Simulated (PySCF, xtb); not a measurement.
Si(H)(F)(Et)(OH) (C₂H₇FOSi), SMILES CC[SiH](O)F. Other conformers were not sampled.

Harmonic wavenumbers (cm⁻¹) from GFN2-xTB in xtb at its own minimum, in rising order: 45, 139, 181, 202, 242, 289, 308, 656, 666, 711, 745, 757, 852, 927, 985, 1026, 1076, 1240, 1303, 1420, 1482, 1512, 1518, 2337, 2963, 2994, 3015, 3021, 3033, 3701.

### Question
What does PySCF with PBE-D3(BJ)/def2-SVP give at its own minimum? (The exact figures need the calculation; the answer reports its results.)

### Answer
68, 136, 181, 233, 283, 317, 356, 625, 666, 761, 800, 839, 866, 905, 952, 960, 1024, 1202, 1218, 1346, 1377, 1425, 1428, 2220, 2966, 2968, 3015, 3053, 3057, 3764. Paired by order, the mean absolute difference is 44 cm⁻¹ and the zero-point energies are 56.2 and 55.8 kcal/mol.
